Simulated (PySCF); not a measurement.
Cl2GaHS, SMILES [SH][Ga]([Cl])[Cl].

Geometry optimised at PBE0-D3(BJ)/def2-SVP. Other conformers were not sampled.

Method: PySCF with PBE0-D3(BJ)/def2-SVP.

Frequencies are harmonic and unscaled.

Computed normal modes with their intensities:
```csv
mode,ν (cm⁻¹),IR (km/mol),Raman (Å⁴/amu),depolarisation,moving atoms (share of kinetic energy)
1,108,5.6,2.3,0.74,"S 44 %, Cl 35 %, Ga 17 %"
2,125,8.6,2.6,0.75,"Cl 74 %, Ga 17 %, S 8 %"
3,134,9.7,0.2,0.75,"Ga 60 %, Cl 26 %, S 13 %"
4,271,20.8,2.2,0.75,H 96 %
5,367,0.6,19.6,0.11,"Cl 61 %, S 38 %"
6,459,68.9,3.5,0.74,"Cl 44 %, Ga 41 %, S 13 %"
7,466,76.5,2.9,0.74,"Ga 43 %, Cl 38 %, S 19 %"
8,716,6.8,5.5,0.75,H 93 %
9,2713,3.1,117.4,0.28,H 97 %
```
